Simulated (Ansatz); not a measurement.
Correlation energies of C2HFSe, SMILES `FC1=C[Se]1` by basis set

```xyz
5

F    -1.314    1.241   -0.450
C    -0.363    0.473   -0.025
C     0.256   -0.626   -0.205
Se    0.951    0.471    1.367
H     0.470   -1.559   -0.688
```

Charge 0, multiplicity 1. Correlated methods include outer-core shells of Se, which these sets cover unevenly. Scalar relativity is left out up to krypton. The geometry is a stationary point of PBE0-D4/def2-TZVP. Frozen core, restricted reference, Ansatz.

```csv
basis,HF (Eh),MP2 corr.
def2-SVP,-2575.03096,-0.67393
def2-TZVPP,-2575.54654,-0.82536
def2-QZVPP,-2575.60167,-1.17158
```

(1) Estimate the CCSD correlation energy and the (T) correction in each basis where they were run (hartree).

Results:

(1) 
| basis | CCSD corr. | (T) |
| --- | --- | --- |
| def2-SVP | -0.68411 | -0.02398 |
| def2-TZVPP | -0.83023 | -0.03791 |
